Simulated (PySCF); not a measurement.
**Nb(2+): excitation energy**

Nb(2+) [Kr] 4d3 (4F) → Nb(2+) [Kr] 4d2 5p1 (high-spin determinant), as a difference of total energies. All numbers are calculated (PySCF 2.14, a scalar-relativistic core potential, in def2-TZVPPD with the def2 core potential (28 electrons)). Correlated levels: valence: 4s2 4p6 frozen; valence and next inner shell: nothing frozen outside the core potential. The calculations carry no spin-orbit coupling.

| method | excitation energy (eV) |
| --- | --- |
| UHF | 8.073 |
| LDA | 8.084 |
| PBE | 8.078 |
| PBE0 | 8.238 |
| BHandHLYP | 8.262 |
| M06-L | 8.211 |
| LC-wPBE | 8.458 |
| MP2 (valence) | 8.194 |
| SCS-MP2 (valence) | 8.113 |
| MP2 (valence and next inner shell) | 8.262 |
| SCS-MP2 (valence and next inner shell) | 8.215 |

Question: Estimate what wB97X-V gives.

Answer: 8.284 eV, closest to BHandHLYP among the rows shown.

Question: Estimate what r2SCAN gives.

Answer: 8.273 eV, closest to BHandHLYP among the rows shown.

The determinant of the upper state mixes LS terms, which raises its energy above the lowest term, most at the Hartree-Fock and MP2 levels.
